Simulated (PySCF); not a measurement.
**Löwdin shares of the frontier orbitals**

Species: C₅H₁₂AsN.
Cartesian coordinates in Å at the PBE0-D3(BJ)/def2-SVP level; atoms count from 1:
```xyz
19
C5H12AsN angstrom
N     -1.9538    0.3409    1.1948
C     -1.9570   -0.1305   -0.1784
C     -0.5529   -0.0961   -0.7717
C      0.4241   -1.0598   -0.0779
C      1.8358   -0.4831   -0.0704
C      1.7414    0.9605    0.4059
As     0.2187    1.7511   -0.5814
H     -1.7040   -0.4015    1.8427
H     -2.8719    0.6740    1.4743
H     -2.3793   -1.1519   -0.2993
H     -2.6058    0.5368   -0.7678
H     -0.6082   -0.3237   -1.8476
H      0.3940   -2.0575   -0.5470
H      0.1110   -1.1988    0.9715
H      2.2535   -0.5056   -1.0920
H      2.5096   -1.0859    0.5635
H      2.6611    1.5412    0.2443
H      1.4918    1.0104    1.4781
H      0.9626    1.6855   -1.9234
```

Method: TDDFT CAM-B3LYP/def2-SVPD, vertical, gas phase, core orbitals frozen in the response in PySCF. Relativistic effects, spin–orbit coupling among them, are left out although an element past zinc is present.

Frontier orbitals with the atoms that hold most of them (Löwdin shares over 4%, at most four atoms; ? is withheld):

```
orbital  ε (eV)                              atoms
 HOMO-3   -9.90    As7 30%, H19 24%, C6 15%, C3 8%
 HOMO-2   -9.38     As7 24%, C3 23%, C6 17%, N1 7%
 HOMO-1   -8.61                                  ?
   HOMO   -7.77       As7 56%, C3 9%, N1 7%, C6 7%
   LUMO       ?                                  ?
 LUMO+1    1.39     As7 26%, C6 12%, H11 9%, C2 9%
 LUMO+2    1.77  H12 10%, H19 10%, H8 10%, H15 10%
```

Task: Which atoms hold the LUMO, and with what shares?

Result: C2 (bonded to C, N and 2 H) 10%; H8 (bonded to N) 10%; C4 (bonded to 2 C and 2 H) 9%; H9 (bonded to N) 8%. By element: carbon 19% or more, hydrogen 18% or more.

Task: Which atoms hold the HOMO-1, and with what shares?

Result: N1 (bonded to C and 2 H) 50%; C2 (bonded to C, N and 2 H) 13%; As7 (bonded to 2 C and H) 8%; H10 (bonded to C) 6%.

Task: What is the LUMO energy, and the HOMO–LUMO gap?

Result: ε(LUMO) = 1.25 eV; the gap is 9.01 eV (0.3312 hartree).

Task: The HOMO–LUMO gap is 9.01 eV. Where does the response calculation put the lowest singlet, and from which orbitals?

Result: S1 is at 6.05 eV (f = 0.062), 2.97 eV below the gap, made of HOMO→LUMO+1 (73%), HOMO→LUMO (12%). Its leading pair isn't HOMO and LUMO; the energies of that pair differ by 9.15 eV. Without the coupling terms of the response equations the lowest excitation would equal the gap.

Next come S2 at 6.25 eV (f 0.056), HOMO→LUMO (49%), HOMO-1→LUMO (18%), HOMO→LUMO+1 (11%); S3 at 6.49 eV (f 0.012), HOMO→LUMO+2 (45%), HOMO-1→LUMO (32%); S4 at 6.94 eV (f 0.134), HOMO→LUMO+5 (38%), HOMO→LUMO+4 (29%); S5 at 7.11 eV (f 0.032), HOMO-1→LUMO+1 (37%), HOMO→LUMO+2 (21%), HOMO→LUMO (14%).

One conformer stands for the species.

Without π bonds the low states are Rydberg-like; a valence basis with one diffuse set may place them up to an eV too high.
